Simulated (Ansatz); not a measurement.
C₂H₆ClHfIO₂, SMILES `C[O][Hf]([Cl])([I])[O]C`. Total charge 0; spin multiplicity 1. Hf, I takes the def2 core potential. The structure was optimised at the PBE0-D4/def2-TZVP level. It is one conformer, not always the lowest.

```xyz
13

C    -2.069   -1.368   -1.068
O    -1.483   -0.403   -0.254
Hf   -0.537    0.856    0.787
Cl   -1.232    3.028    0.175
I    -1.009    0.327    3.434
O     1.315    0.694    0.463
C     2.654    0.481    0.145
H    -1.309   -1.880   -1.666
H    -2.590   -2.108   -0.454
H    -2.792   -0.902   -1.743
H     3.232    0.311    1.058
H     2.759   -0.393   -0.506
H     3.061    1.355   -0.371
```

Problem. What is the dipole moment at ωB97M-V/def2-TZVPP? (An estimate is asked.)

Solution. Computed: 4.11 D, with components (1.69, -2.48, -2.81) D in this frame, pointing from negative to positive charge.

Problem. And with PBE, r2SCAN, B3LYP? (Estimate.)

Solution. The calculation gave: PBE 4.05 D, r2SCAN 4.12 D, B3LYP 4.07 D.

Problem. Give the Mulliken charges with ωB97M-V, B3LYP, r2SCAN in def2-TZVPP. (Best estimate.)

Solution. The calculation gave: 
```
atom  ωB97M-V  B3LYP  r2SCAN
  C1    -0.17  -0.11    0.01
  O2    -0.35  -0.38   -0.38
 Hf3     0.82   0.92    0.95
 Cl4    -0.26  -0.30   -0.31
  I5    -0.24  -0.28   -0.28
  O6    -0.35  -0.38   -0.38
  C7    -0.17  -0.11    0.01
  H8     0.12   0.10    0.06
  H9     0.12   0.11    0.07
 H10     0.12   0.11    0.07
 H11     0.12   0.11    0.07
 H12     0.12   0.10    0.06
 H13     0.12   0.11    0.07
```

B3LYP here is the variant with VWN-RPA as its local correlation; programs differ in this.
